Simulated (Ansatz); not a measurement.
Cartesian coordinates in Å:
```
C -0.625 0.155 2.576
C -0.359 0.621 1.181
C -1.418 0.726 0.245
C -1.158 1.164 -1.074
C 0.134 1.587 -1.457
C 1.187 1.472 -0.523
C 0.942 1.035 0.798
W 0.248 -0.645 -0.698
C 1.932 -1.348 -1.474
O 2.923 -1.721 -1.922
C -0.700 -1.695 -2.087
O -1.272 -2.273 -2.899
C 0.200 -2.272 0.430
O 0.157 -3.186 1.127
H -0.884 1.007 3.211
H -1.454 -0.552 2.602
H 0.254 -0.331 3.002
H -2.416 0.422 0.528
H -1.966 1.194 -1.793
H 0.324 1.934 -2.463
H 2.194 1.740 -0.816
H 1.756 0.968 1.507
```

Charge 0, multiplicity 1. W takes the def2 core potential.

List the r2SCAN/def2-TZVPP orbital energies in eV (Ansatz 0.2.0). (Best estimate.)

Computed: Occupied: -516.96, -516.92, -516.92, -275.34, -275.32, -275.32, -274.90, -274.63, -274.63, -274.40, -274.35, -274.35, -273.64, -78.45, -42.39, -42.02, -42.01, -29.03, -29.00, -28.99, -23.95, -21.45, -20.88, -18.88, -16.87, -16.24, -14.47, -14.24, -13.73, -13.71, -12.79, -12.66, -12.09, -12.05, -11.72, -11.34, -11.05, -11.05, -10.97, -10.78, -10.75, -10.59, -10.47, -10.37, -10.36, -9.95, -9.65, -9.55, -8.54, -8.15, -5.35, -5.30, -5.29. Lowest empty: -2.17, -2.11, -0.89, -0.83, -0.22, -0.05, 0.65, 1.00.
